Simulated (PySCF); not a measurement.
SnH3I, SMILES [SnH3][I]. Atoms are numbered in the order given.

```xyz
5

Sn     0.0000     0.0000     1.3415
I      0.0000     0.0000    -1.3698
H      1.4122     0.8153     1.8416
H     -1.4122     0.8153     1.8416
H      0.0000    -1.6306     1.8416
```

Coordinates come from a B3LYP-D3(BJ)/def2-TZVP optimisation. The def2 effective core potentials stand for the cores of I, Sn; spin–orbit coupling is left out.

These are B3LYP-D3(BJ)/def2-TZVP run with PySCF 2.14.0 values and carry that method's errors.

Frequencies are harmonic and unscaled.

Modes within 1.5 cm⁻¹ of each other (mostly degenerate sets) share a row, with their intensities summed.

Problem. List the normal modes with their intensities. (Estimate from the structure and the level; the computed values follow.)

Solution. 
```
mode  ν (cm⁻¹)  IR (km/mol)  moving atoms (share of kinetic energy)
----  --------  -----------  --------------------------------------
1          198         15.5                         Sn 51 %, I 49 %
2–3        447         21.1                                  H 98 %
4          677        313.2                                  H 99 %
5–6        704        126.9                                  H 99 %
7         1934         75.6                                 H 100 %
8–9       1946        275.8                                  H 99 %
```
